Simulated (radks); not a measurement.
Species: Pt II. Configuration: [Xe] 4f14 5d9.

All-electron calculation, scalar-relativistic Kohn-Sham, r2SCAN, spin-polarised, spherical densities, finite nucleus; open shells are filled with parallel spins first (spin-orbit coupling, left out, can overturn this in heavy ions); meta-GGA in the generalised Kohn-Sham scheme; Fermi nuclear charge, rms radius 5.427 fm. Program: a radial shooting solver on a logarithmic mesh with Libxc functionals.

Energy parts (eV):
total: -501000.49
kinetic: 558507.81
electron-nucleus: -1244180.66
Hartree: 194321.01
exchange-correlation: -9648.65

Orbitals (lengths in bohr, moments of r in powers of bohr; r(max) is where P^2 peaks):
orbital  occ.  eigenvalue (eV)       <r^4>      <r>   r(max)
1s up       1        -78504.83   4.525e-07  0.01715  0.01062
1s down     1        -78504.83   4.525e-07  0.01715  0.01062
2s up       1        -13826.02  0.00006663  0.07235  0.06120
2s down     1        -13825.93  0.00006663  0.07235  0.06120
2p up       3        -11982.60  0.00005373  0.06523  0.05059
2p down     3        -11982.52  0.00005373  0.06523  0.05059
3s up       1        -3264.600    0.002409   0.1869   0.1724
3s down     1        -3264.587    0.002409   0.1869   0.1724
3p up       3        -2725.326    0.002639   0.1880   0.1716
3p down     3        -2725.306    0.002639   0.1880   0.1716
3d up       5        -2138.906    0.002037   0.1705   0.1400
3d down     5        -2138.848    0.002037   0.1705   0.1400
4s up       1        -714.1844     0.05452   0.4150   0.3899
4s down     1        -714.1052     0.05453   0.4151   0.3899
4p up       3        -536.5556     0.07273   0.4416   0.4098
4p down     3        -536.4874     0.07273   0.4416   0.4099
4d up       5        -319.5779      0.1022   0.4681   0.4182
4d down     5        -319.4962      0.1021   0.4681   0.4182
4f up       7         -78.9818      0.2239   0.5164   0.3861
4f down     7         -78.8585      0.2222   0.5159   0.3861
5s up       1        -112.2913       1.552   0.9577   0.8708
5s down     1        -111.7297       1.541   0.9562   0.8700
5p up       3         -66.1028       2.960    1.109   0.9794
5p down     3         -65.3921       2.939    1.107   0.9779
5d up       5         -14.7571       18.93    1.627    1.258
5d down     4         -13.9672       20.01    1.639    1.256

The highest occupied level is 5d down at -13.967 eV. Spin moment in Bohr magnetons: 1. The density falls to 0.001 e/bohr^3 at r = 3.82 bohr. For comparison, the ionisation energy in NIST's Atomic Spectra Database is 18.6 eV (measured). In exact Kohn-Sham theory the highest level is minus the ionisation energy, but local and semilocal functionals leave it too shallow, through self-interaction and a potential that decays too fast; potentials with the right tail come closer. The spin density at the nucleus is -5.965 e/bohr^3 (1s -0.010, 2s -0.960, 3s 0.243, 4s 1.521, 5s -6.759).
